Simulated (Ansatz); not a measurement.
Molecule: Bi₂, net charge 0, singlet state. SMILES: [Bi]#[Bi]
Structure (B3LYP-D3(BJ)/def2-TZVP (Ansatz, a program for electronic structure) minimum search):
```xyz
2

Bi     0.0000     0.0000    -1.3195
Bi     0.0000     0.0000     1.3195
```

Wanted: vertical ionisation energy (to the doublet state of charge +1; each state is the SCF solution reached for its spin; the UHF <S^2> is 1.42 for the doublet (pure: 0.75); for the doublet T1 is 0.096; for the singlet the Hartree-Fock reference is unstable and T1 is 0.020), in eV. Correlated levels leave the core frozen unless marked. UHF or UKS for open shells. Spin-orbit coupling is left out. Frozen are the shells of the preceding noble gas and the d and f shells that filled before the atom's block. Past Kr the def2 sets carry scalar-relativistic core potentials. CBS marks a two-point X^-3 extrapolation of the correlation energy; Hartree-Fock from the larger set.

```tsv
level	program	vertical ionisation energy (eV)
SVWN5/def2-TZVPD	Ansatz	…
B3LYP/def2-TZVPD	Ansatz	8.06
BHLYP/def2-TZVPD	Ansatz	7.86
CAM-B3LYP/def2-TZVPD	Ansatz	7.97
wB97M-V/def2-TZVPD	Ansatz	…
CCSD/def2-TZVPPD	Ansatz	…
CCSD/def2-QZVPPD	Ansatz	8.08
CCSD(T)/CBS(def2-TZVPPD,def2-QZVPPD)	Ansatz	…
```

Task: Complete the blanks.

Result: 
- SVWN5/def2-TZVPD, vertical ionisation energy (eV): 8.34
- wB97M-V/def2-TZVPD, vertical ionisation energy (eV): 7.87
- CCSD/def2-TZVPPD, vertical ionisation energy (eV): 8.04
- CCSD(T)/CBS(def2-TZVPPD,def2-QZVPPD), vertical ionisation energy (eV): 8.30
